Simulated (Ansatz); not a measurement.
Isolated molecules relaxed with PBE0-D4/def2-TZVP in Ansatz; ΔE leaves out vibrations. CBS: MP2 limit from def2 TZ/QZ plus the TZ coupled-cluster correction, frozen cores. This one scheme is used for every species. DFT in def2-TZVPP. B3LYP here is the variant with VWN-RPA as its local correlation; programs differ in this. Each species was taken in one conformer, which may not be the lowest.

Consider the ligand exchange at the Si–S bond: `C=C[SiH2][S][AlH2]` + HCl → `C=C[SiH2]Cl` + `[AlH2][SH]`.

`C=C[SiH2][S][AlH2]`:

Z-matrix (Å, degrees):
```
Si
C 1 1.860
S 1 2.139 2 111.5
H 1 1.487 2 109.3 3 -122.9
H 1 1.486 2 110.3 3 118.3
C 2 1.329 1 124.7 3 -6.0
H 2 1.090 1 117.1 3 174.3
Al 3 2.182 1 98.0 2 -75.0
H 6 1.086 2 122.1 1 -179.7
H 6 1.087 2 121.5 1 -0.4
H 8 1.579 3 116.5 1 175.5
H 8 1.580 3 119.3 1 -5.0
```

HCl:

Cartesian coordinates in Å:
```
Cl -0.288 0.528 -0.218
H 0.288 -0.528 0.218
```

`C=C[SiH2]Cl`:

Z-matrix (Å, degrees):
```
Si
C 1 1.848
Cl 1 2.061 2 110.3
H 1 1.483 2 111.9 3 118.2
H 1 1.483 2 109.2 3 -118.9
C 2 1.330 1 121.7 3 118.7
H 2 1.088 1 119.5 3 -61.9
H 6 1.087 2 121.7 1 -1.0
H 6 1.086 2 122.2 1 179.1
```

`[AlH2][SH]`:

```xyz
5

Al    0.209    0.089    0.611
S     0.396   -0.131   -1.551
H     1.549    0.312    1.415
H    -1.228    0.016    1.264
H    -0.926   -0.285   -1.738
```

```json
{"level": "PBE-D4", "ΔE (eV)": "-0.28"}
{"level": "B3LYP-D4", "ΔE (eV)": "-0.34"}
{"level": "ωB97X-V", "ΔE (eV)": "-0.36"}
{"level": "ωB97M-V", "ΔE (eV)": "-0.35"}
{"level": "HF/def2-TZVPP", "ΔE (eV)": "-0.55"}
{"level": "MP2/def2-TZVPP", "ΔE (eV)": "-0.31"}
{"level": "HF/def2-QZVPP", "ΔE (eV)": "-0.55"}
{"level": "CCSD/CBS(def2)", "ΔE (eV)": "-0.36"}
```

What does CCSD(T)/CBS give? (Estimate.)

Ansatz gave: -0.32 eV. The listed levels differ from it by 0.04, -0.02, -0.04, -0.03, -0.23, 0.01, -0.23, -0.04 eV.

Largest T1 diagnostic among the species: 0.012.

The D4 term adds +0.13 eV with B3LYP and +0.07 eV with PBE0; it sums over pairs of atoms, weighted by their polarisabilities, and B3LYP, whose exchange is more repulsive, gets the larger term. In def2-TZVPP, CCSD(T) changes the Hartree–Fock value by +0.22 eV (the triples alone add +0.04 eV) and MP2 by +0.24 eV.
